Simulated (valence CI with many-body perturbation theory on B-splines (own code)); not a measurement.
# Ag⁴⁰⁺: key properties

Level of theory: relativistic CI+MBPT: five valence electrons over a frozen Dirac-Fock core [He], radial functions for each j: 11 s, 11 p, 10 d, 8 f, 5 g, 2 h, with the one-electron correlation potential Σ1, the two-electron term Σ2, the three-electron term Σ3, Breit, model QED; selected CI, second order for the rest, scaled by the run's own slope (own B-spline code, finite nucleus).

The last digits are not significant, and no measured levels were compared; by estimate large intervals hold to a few tenths of a per cent, small ones and those within an open d or f shell to about a per cent. Among the levels kept, up to 7100 cm⁻¹ of a level comes from second order outside the variational space, and about a tenth of that is noise between levels of different J, which matters for small intervals.

Levels are named by their leading jj configuration (3d3/2^4 stands for four electrons in 3d with j = 3/2), which in mixed levels can hold well under half, so a name can repeat and another be missing.

Rates and lifetimes use the calculated energies. Strong lines usually hold to 10 to 20 %, long lifetimes can be off by a factor of two.

Task: What is the ground level?

Result: (2s^2 2p1/2^2 2p3/2) J=3/2, composition 44 % 2s²2p³ ²P° + 31 % 2s²2p³ ⁴S° + 25 % 2s²2p³ ²D°, g = 1.395.

Task: What is the ionisation energy?

Result: 6167.4 eV; NIST lists 6170 ± 40 eV (semi-empirical).

Task: Among levels below 4257.3 eV, which E1 lines absorb most strongly from the ground level?

Result: to (2s^2 2p1/2 2p3/2 3d3/2) J=5/2 at 0.3302 nm, f = 0.409; to (2s^2 2p1/2^2 3d5/2) J=5/2 at 0.3456 nm, f = 0.308; to (2s^2 2p1/2 2p3/2 3d3/2) J=3/2 at 0.3293 nm, f = 0.296.

Task: Name the longest-lived excited levels whose lifetime is computed, and their main decay.

Result: (2s^2 2p1/2 2p3/2^2) J=5/2 at 186.1 eV lives 112 ns, mostly by M1 to (2s^2 2p1/2^2 2p3/2) J=3/2; (2s^2 2p1/2 2p3/2^2) J=1/2 at 211.2 eV lives 25.6 ns, mostly by M1 to (2s^2 2p1/2^2 2p3/2) J=3/2; (2s^2 2p1/2 2p3/2^2) J=3/2 at 168.3 eV lives 19.7 ns, mostly by M1 to (2s^2 2p1/2^2 2p3/2) J=3/2.

Task: Where does the other parity begin?

Result: At (2s 2p1/2^2 2p3/2^2) J=5/2, 348.6 eV.
